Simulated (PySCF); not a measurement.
# Shapes and spin states of HfI2

Computed with PBE0/[Hf def2-SVP with ECP60, I def2-SVP with ECP28], scalar-relativistic core potentials, density fitting, no spin–orbit coupling, PySCF.

Relaxations began from a few typed shapes and spin states; open shells are unrestricted. The search is not exhaustive: other isomers or separated fragments can lie lower, and high-lying points may rest on an excited occupation.

```
                                                 spin  group              bonds         angles  imaginary modes (cm⁻¹)  ΔE (kJ/mol)  ΔE with ZPE (kJ/mol)
                   broken-symmetry Ms = 0 (⟨S²⟩ 0.71)    D∞h  Hf–I 2.702 Å (×2)  I–Hf–I 180.0°                    none          0.0                   0.0
                                              triplet    D∞h  Hf–I 2.723 Å (×2)  I–Hf–I 180.0°                    none         12.7                  12.6
                                              triplet    C2v  Hf–I 2.722 Å (×2)  I–Hf–I 167.5°                    none         12.7                  12.5
singlet (closed shell, unstable to spin polarisation)    D∞h  Hf–I 2.684 Å (×2)  I–Hf–I 180.0°                    none         21.1                  21.2
```

The lowest minimum found is the broken-symmetry Ms = 0 (⟨S²⟩ 0.71) D∞h: Hf–I 2.702 Å (×2); I–Hf–I 180.0°.

For the lowest minimum: the determinant is spin-contaminated (⟨S²⟩ = 0.71, pure value 0.00). Spin–orbit coupling, left out here, can matter for elements this heavy.

The electron or spin density has lower symmetry than the nuclear frame for the triplet D∞h at 12.7 kJ/mol.
